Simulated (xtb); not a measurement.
Al(F)(Me)(NHMe) (C2H7AlFN), SMILES [NH]([Al]([F])[CH3])C. All values are semi-empirical tight-binding results from xtb (GFN2-xTB unless named), good for trends rather than for accurate numbers. Geometry: GFN2-xTB. The structure was generated by enumeration; whether it is a known compound was not checked. Other conformers were not sampled.

Optimised geometry:

```xyz
12

Al     0.0272     0.0474     0.5356
F     -0.6287    -0.5492     1.9332
C      1.4359     1.4430     0.6029
H      2.3337     1.1376     0.0628
H      1.7245     1.6625     1.6335
H      1.1010     2.3771     0.1478
N     -0.6439    -0.6688    -0.9556
C     -0.3187    -0.4090    -2.3503
H     -1.3726    -1.3729    -0.8848
H     -1.1883    -0.0407    -2.9041
H      0.0509    -1.3096    -2.8511
H      0.4603     0.3502    -2.3930
```

For metal compounds this method's bond lengths and energies can be far off.

Computed properties:
```json
{
 "orbital_gap": "3.65 eV",
 "zero_point_energy": "55.9 kcal/mol",
 "G − E(el) at 298.15 K (modified RRHO)": "35.1 kcal/mol"
}
```

Computed atomic charges and the Wiberg bond orders between heavy atoms:
charges (e) Al1 0.37, F2 -0.28, C3 -0.20, H4 0.06, H5 0.07, H6 0.06, N7 -0.32, C8 -0.02, H9 0.17, H10 0.03, H11 0.03, H12 0.04. Bond orders Al1–F2 1.20, Al1–C3 1.04, Al1–N7 1.26, N7–C8 1.01.
